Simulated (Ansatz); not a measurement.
# Match the barriers

Saddle point of SiH₃ClF₂, singlet (SiHClF₂ ([F][SiH]([F])[Cl]) + H₂ → SiH₂F₂ ([F][SiH2][F]) + HCl; bonds formed: Si1–H7, Cl2–H6; bonds broken: Si1–Cl2, H6–H7), PBE0-D4/def2-TZVP structure:

Si1  (-0.405, 0.237, 0.123)
Cl2  (1.942, 0.499, -0.405)
F3  (-0.796, 0.876, -1.261)
F4  (-1.749, -0.528, 0.529)
H5  (-0.151, 1.056, 1.304)
H6  (0.974, -0.831, -0.231)
H7  (0.185, -1.310, -0.060)
(Å)

Ansatz 0.2.0; basis: def2-TZVPP, with def2-QZVPP for the basis limit; cores frozen in the correlated methods. Extrapolation: Hartree–Fock as exp(−7.88 √X), correlation as X^−2.97. Four methods, as single points on the PBE0-D4 structures, gave these electronic barriers from the start structure: 38.42, 50.68, 57.53, 70.01 kcal/mol.

(1) The methods were, in alphabetical order, CCSD(T), HF, r2SCAN-D4, SPW92. Which gave which? (Judge from chemistry; the calculation decides.)

The T1 diagnostic stays at or below 0.013.

Answers

(1) The calculation gives: SPW92 38.42; r2SCAN-D4 50.68; CCSD(T) 57.53; HF 70.01 kcal/mol. For comparison, CCSD(T) at an estimated basis limit (MP2 extrapolated from triple and quadruple zeta, plus CCSD(T) − MP2 in triple zeta) gives 56.55 kcal/mol.

Labels in which every atom is bracketed show which atoms are joined, not bond orders.

For scale, one of the runs: CCSD(T)/def2-TZVPP, 188 basis functions, launched by `ansatz run in.yaml --threads 4 --pin off --events-out ev --progress --plain --max-ram 9574MiB`. Hardware: 4 CPU threads of an Arm Neoverse V2, shared host. Wall time 38 s; peak host memory 2 GiB.
